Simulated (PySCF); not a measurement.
F3Sb, triplet (typed; the unrestricted solution is spin-contaminated), geometry from GFN2-xTB (a higher spin typed on purpose: for a closed-shell molecule this is an excited state) (core potentials on Sb). Base run: HF/def2-SV(P) in PySCF.

Here is a job for PySCF.
```python
from pyscf import gto, scf

mol = gto.M(
    atom='''
Sb   -0.091853    0.056645    0.055832
F    -1.714909   -1.439001   -0.075634
F     0.778870    2.010737    0.642131
F     1.456537   -0.892723   -0.882878
''',
    basis='def2-sv(p)',
    ecp={'Sb': 'def2-sv(p)'},
    charge=0,
    spin=2,
    verbose=4,
)

mf = scf.UHF(mol)
mf.kernel()
```

Variants of this job, named by their change:

```tsv
change	ΔE vs base (mEh)	fitting functions	dipole (D)	outcome
base	0.000	-	2.52	converged
auxbasis = even-tempered beta=3.0	-41.456	399	2.50	converged
auxbasis = def2-universal-jfit	3717.9	205	2.38	converged
only_dfj = on; auxbasis = def2-universal-jfit	-0.227	205	2.52	converged
auxbasis = cc-pvtz-ri	-	-	-	input refused
auxbasis = even-tempered beta=2.0	-0.047	589	2.52	converged
auxbasis = default (with mf = mf.density_fit())	0.280	449	2.52	converged
auxbasis = def2-universal-jkfit	0.280	449	2.52	converged
auxbasis = autoaux	0.216	547	2.52	converged
exchange = seminumerical (SGX) (with mf = sgx.sgx_fit(mf, auxbasis='def2-universal-jfit'); with mf.with_df.dfj = True)	-0.200	205	2.52	converged
```

A fitting set is made for a task (jfit for Coulomb, jkfit for Coulomb and exchange, ri for correlation) and for a family of orbital bases.

Open shells are given as the SCF converged; they aren't shown to be the lowest states, and a large step between rows can be another state.

- auxbasis = cc-pvtz-ri: ended with `pyscf.lib.exceptions.BasisNotFoundError: Basis set not found for Sb in cc-pvtz-ri`
